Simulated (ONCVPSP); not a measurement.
Reading a pseudo-wave (silicon)

Columns: radius, all-electron u(r) and pseudo u(r) of the 3p shell (level -4.38 eV) of silicon in the configuration [Ne] 3s1.5 3p2.5; PBE, scalar-relativistic, ONCV scheme, ONCVPSP 4.0.1.

```tsv
r (bohr)	all-electron	pseudo
0.090	-0.0892	0.0031
0.180	-0.2001	0.0121
0.270	-0.2567	0.0268
0.360	-0.2582	0.0470
0.450	-0.2195	0.0727
0.540	-0.1557	0.1033
0.630	-0.0787	0.1383
0.720	0.0036	0.1766
0.810	0.0859	0.2176
0.900	0.1648	0.2607
0.990	0.2382	0.3051
1.080	0.3052	0.3495
1.170	0.3652	0.3926
1.260	0.4183	0.4335
1.350	0.4647	0.4719
1.440	0.5048	0.5074
1.530	0.5386	0.5392
1.620	0.5663	0.5664
1.710	0.5885	0.5885
1.800	0.6054	0.6054
1.890	0.6176	0.6176
1.980	0.6256	0.6256
2.070	0.6297	0.6297
2.160	0.6305	0.6305
2.250	0.6283	0.6283
2.340	0.6235	0.6235
```

(1) How many radial nodes do the two functions have?

(2) At about which radius was the pseudo-wave matched?

(3) Where does each function peak?

(4) Is the pseudo-wave norm-conserving?

Results:

(1) The all-electron 3p function has n − l − 1 = 1; the pseudo-wave has 0, since the states of the same l below it are removed with the core.

(2) 1.80 bohr. The columns agree to 0.0005 from 1.62 bohr on; several derivatives are matched, so the curves merge somewhat inside the radius.

(3) Outermost all-electron maximum near 2.16 bohr, pseudo maximum near 2.16 bohr (to the table’s step).

(4) Yes: the ONCV scheme keeps the norm inside the radius equal to the all-electron one, which fixes the energy derivative of the logarithmic derivative at the level.
